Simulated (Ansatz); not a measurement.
C₂H₆ClNSi, SMILES `C/C=N\[SiH2]Cl` at its PBE0-D4/def2-TZVP geometry, where that method's forces vanish. Charge 0, multiplicity 1.

```xyz
11

C     0.9646    1.1291    0.7106
C     0.1572   -0.0414    1.1616
N    -0.5416   -0.8208    0.4671
Si   -1.0095   -1.0956   -1.1422
Cl   -0.2835    0.1846   -2.6109
H     2.0087    0.9836    1.0061
H     0.6207    2.0282    1.2323
H     0.9063    1.2844   -0.3646
H     0.1956   -0.2243    2.2464
H    -0.5367   -2.4462   -1.5110
H    -2.4819   -0.9814   -1.1955
```

Problem. What forces (eV/Å) does B3LYP-D4/def2-TZVPP give on these atoms in Ansatz? (An estimate is asked.)

Solution. Ansatz gave: 
```
C1   0.111  0.162 -0.066
C2  -0.023 -0.077  0.216
N3  -0.050 -0.061 -0.026
Si4 -0.182 -0.247  0.025
Cl5  0.079  0.137 -0.148
H6  -0.036  0.018 -0.021
H7   0.022 -0.026 -0.031
H8   0.019  0.009  0.078
H9   0.007  0.021 -0.055
H10 -0.040  0.083  0.025
H11  0.094 -0.018  0.003
```

B3LYP here is the variant with VWN-RPA as its local correlation; programs differ in this.
